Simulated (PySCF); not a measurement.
# Nuclear quadrupole coupling in `N#Cc1ccccn1`

Species: C6H4N2.
Bonds: N1–C2 (triple), C2–C3, C3–C4 (aromatic), C4–C5 (aromatic), C5–C6 (aromatic), C6–C7 (aromatic), C7–N8 (aromatic), C3–N8 (aromatic). Hydrogens: H9 on C4; H10 on C5; H11 on C6; H12 on C7.

Field gradients from the PBE0/pcSseg-1 density (PySCF, non-relativistic), principal values in atomic units, ordered |Vxx| ≤ |Vyy| ≤ |Vzz|:

```
atom     Vxx     Vyy      Vzz
  N1  0.4751  0.4917  -0.9668
  N8  0.3853  0.7770  -1.1623
```

Q: Find the asymmetry η = (Vxx − Vyy)/Vzz and the couplings χ = eQV/h (234.96 MHz × Q in barn × V in au), with Q(14N) = 0.02044 b.

A: 
```
atom             environment  nucleus     η  χzz (MHz)  χxx (MHz)  χyy (MHz)
  N1        nitrile nitrogen      14N  0.02     -4.643      2.282      2.362
  N8  pyridine-type nitrogen      14N  0.34      -5.58       1.85       3.73
```

The gradient is axial or nearly so (η below 0.05) at N1. The tensor is traceless: Vxx + Vyy + Vzz = 0.

Q: What is Vzz at N8 in SI units (1 au = 9.71736 × 10²¹ V/m²)?

A: -1.1623 au = -11.294 × 10²¹ V/m².

Q: And the gradient at the other heavy atoms, for which no coupling is worked out here?

A: 
```tsv
atom	environment	Vzz (au)	η
C2	nitrile carbon	-0.375	0.02
C3	substituted aromatic carbon	-0.200	0.78
C4	aromatic CH carbon	0.325	0.16
C5	aromatic CH carbon	0.388	0.10
C6	aromatic CH carbon	0.342	0.14
C7	aromatic CH next to a ring nitrogen	0.345	0.42
```

Q: What couplings would deuterons (Q(2H) = 0.00286 b) have in place of the hydrogens, at this geometry?

A: 
```csv
atom,bonded to,bond length (Å),Vzz (au),η,χzz (kHz)
H9,C4,1.091,0.3009,0.07,202
H10,C5,1.092,0.3007,0.05,202
H11,C6,1.092,0.3026,0.06,203
H12,C7,1.095,0.2924,0.06,196
```

Isolated species at its PBE0-D3(BJ)/def2-SVP geometry, gas phase. The basis is small and wasn't made for field gradients, so the couplings can be 20 % off.
